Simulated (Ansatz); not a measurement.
Ansatz (a quantum-chemistry and plane-wave program) input:

Ansatz 0.2 input:
```yaml
crystal:
  periodic: [false, false, false]
  atoms:
    - {symbol: Si, position_ang: [-0.00000000, -0.00000000, -1.03359826]}
    - {symbol: S, position_ang: [0.00000000, 0.00000000, 0.90439848]}
basis:
  gaussian:
    orbitals: def2-TZVP
hamiltonian:
  xc: b3lyp
  dispersion: d3bj
phonons: {temperatures: {t_min: 298.15, t_max: 298.15, t_step: 100}}
```

Q: What final total energy does it print?

A: -687.75425 Eh (B3LYP-D3(BJ)/def2-TZVP). The basis has 74 functions.
